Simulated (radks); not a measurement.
Excited configurations of Ru: one electron is placed in a higher orbital outside [Kr] 4d7. The ground configuration is [Kr] 4d7 5s1. All-electron calculation, scalar-relativistic Kohn-Sham, PBE, spin-unpolarised, spherical densities, finite nucleus; Fermi nuclear charge, rms radius 4.4809 fm. Program: a radial shooting solver on a logarithmic mesh with Libxc functionals. Excitation = E - E(ground); binding = E(ion) - E, where the ion is the core of charge +1; n* = 1/sqrt(2 binding) in atomic units, and the quantum defect is n - n*.

outer orbital  excitation (eV)  binding (eV)  eigenvalue (eV)  <r> (bohr)
4f                       6.382         0.911           -0.435       17.37
5d                       5.731         1.561           -0.720       10.52
5f                       6.664         0.629           -0.366       29.40
6s                       4.907         2.386           -1.408       9.011
6f                       6.838         0.454           -0.286       44.07
7s                       6.022         1.271           -0.787       17.22
7p                       6.290         1.002           -0.621       21.09
7d                       6.637         0.656           -0.407       31.51

The Delta-SCF ionisation energy is 7.292 eV (NIST Atomic Spectra Database: 7.361 eV, measured). Self-interaction in the functional shifts the binding energies and quantum defects, so they are the method's values and not measured ones. Spin polarisation and multiplet splitting are left out, so open shells lie too high by an amount that depends on their filling.

Beside tabulated values, note that spin-unpolarised runs miss the spin-polarisation part of the exchange energy of open shells.
